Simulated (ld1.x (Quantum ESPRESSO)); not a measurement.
tungsten: PAW pseudisation with PBE, fully relativistic reference atom.

ld1.x (Quantum ESPRESSO) 7.5 input, shortened:

```
&input
   title='W', zed=74., rel=2, dft='PBE', iswitch=3,
   config='[Xe] 4f14 5d5 6s1 6p0', rel_dist='average'
 /
 &inputp
   pseudotype=3, lpaw=.true., tm=.true., lloc=-1, rcloc=2.30,
   nlcc=.true., new_core_ps=.true., rcore=1.60,
   which_augfun='BG', rmatch_augfun=1.15
 /
6
5S  1  0   2.00   0.00  1.75  1.90  0.0
6S  2  0   1.00   0.00  1.75  1.90  0.0
5P  2  1   6.00   0.00  2.15  2.65  0.0
6P  3  1   0.00   0.00  2.15  2.65  0.0
5D  3  2   5.00   0.00  1.40  1.75  0.0
5D  3  2   0.00   1.60  1.40  1.75  0.0
 &test
   configts(1)='5s2 5p6 5d5 6s1 6p0'
 /
```

Open shells are filled in proportion to 2j + 1 (rel_dist='average').

Poles of the logarithmic derivatives, all-electron (AE) and pseudo (PS). p1/2: poles at -3.5, 2.5 (AE) and -3.5, 1.8 (PS) Ry. p3/2: poles at -2.8, 3.0 (AE) and -2.8, 1.7 (PS) Ry. d3/2: poles at 0.1 (AE) and 0.1 (PS) Ry. d5/2: poles at 0.2 (AE) and 0.2 (PS) Ry. Test radius 2.90 bohr.

- Configuration tests: test run stopped at test 1 of 7 (negative rho)

The ghost test of this file was not conclusive.
